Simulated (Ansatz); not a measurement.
System: CH$_{3}$Se$_{2}$, net charge 0, doublet state. It need not be the lowest isomer of its formula. SMILES: [Se][Se]C
Geometry from a B3LYP-D3(BJ)/def2-TZVP (Ansatz, an electronic-structure program) optimisation:
```
C
H 1 1.0861
H 1 1.0861 2 110.76
H 1 1.0892 2 110.73 3 123.24
Se 1 1.9722 2 108.72 3 -119.39
Se 5 2.2540 1 102.79 2 60.33
```
Charge 0, spin multiplicity 2.

Property: vertical electron affinity (to the singlet state of charge -1; a negative value means that the extra electron is unbound and the number depends on the basis; each state is the SCF solution reached for its spin), in eV. Correlated levels leave the core frozen unless marked. Open shells are spin-unrestricted. Spin-orbit coupling is left out. The frozen core is the preceding noble-gas configuration, with the filled d and f shells of earlier blocks. No relativistic terms. Anions need diffuse functions: aug- sets have them; def2-D sets add few. CBS(X,Y): correlation extrapolated as X^-3; Hartree-Fock from the larger set. [CCSD(T)-MP2]/basis is that difference in the basis named.

```csv
level,program,vertical electron affinity (eV)
HF/aug-cc-pVDZ,Ansatz,1.05
```

Task: Estimate the value at RI-MP2/CBS(aug-cc-pVTZ,aug-cc-pVQZ)+[CCSD(T)-MP2]/aug-cc-pVTZ as computed with Ansatz.

Result: 1.94 eV
